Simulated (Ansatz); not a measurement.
Relaxation of BH7NOP (11 atoms, charge 0, multiplicity 1), to a largest force component of 0.03 eV/Å in at most 50 steps.

All numbers below come from RKS B3LYP-D4/def2-SVP (Ansatz).

```xyz
11
Properties=species:S:1:pos:R:3:forces:R:3
B 0.132 -0.317 0.188 -0.10 -0.98 1.96
N 0.069 -0.681 1.619 0.17 0.26 -2.10
H -0.782 -0.878 2.129 -0.04 -0.01 0.03
H 0.914 -0.807 2.161 0.02 -0.01 0.03
H 1.208 -0.144 -0.323 0.00 0.05 0.01
O -0.976 -0.200 -0.595 0.01 0.03 0.00
H -1.811 -0.403 -0.156 0.04 0.02 0.01
P -0.367 2.710 0.755 -0.09 0.41 0.00
H -1.783 2.515 0.701 0.02 0.00 -0.01
H -0.459 3.636 1.845 0.00 0.00 0.00
H -0.156 1.579 1.596 -0.02 0.24 0.07
```

Q: Where does it end, and by what steps?

A: It converged. The force dipped under the threshold on the way, but the program's further checks kept it going. After 16 steps the energy has fallen by 0.234 eV; H5 moved furthest, 0.75 Å.

```csv
step,energy less start (eV),largest force component (eV/Å),accepted
0,0.0000,2.102,yes
1,-0.1602,1.162,yes
2,-0.2032,0.789,yes
3,-0.2093,0.625,yes
4,-0.2206,0.176,yes
5,-0.2239,0.089,yes
6,-0.2225,0.421,no
7,-0.2278,0.010,yes
8,-0.2299,0.102,yes
9,-0.2292,0.210,no
10,-0.2316,0.061,yes
11,-0.2327,0.065,yes
12,-0.2331,0.076,yes
13,-0.2335,0.053,yes
14,-0.2338,0.029,yes
15,-0.2340,0.018,yes
16,-0.2341,0.021,yes
```

```xyz
11
Properties=species:S:1:pos:R:3
B 0.206 -0.632 0.164
N 0.143 -0.859 1.554
H -0.671 -0.687 2.135
H 0.928 -1.238 2.068
H 1.227 -0.881 -0.431
O -0.828 -0.126 -0.575
H -1.637 0.037 -0.073
P -0.561 3.045 0.796
H -1.876 2.483 0.743
H -0.888 3.876 1.916
H -0.056 1.994 1.622
```

The run took 40 s on 2 threads of Arm Neoverse V1 (shared host), peak memory 0.18 GiB.
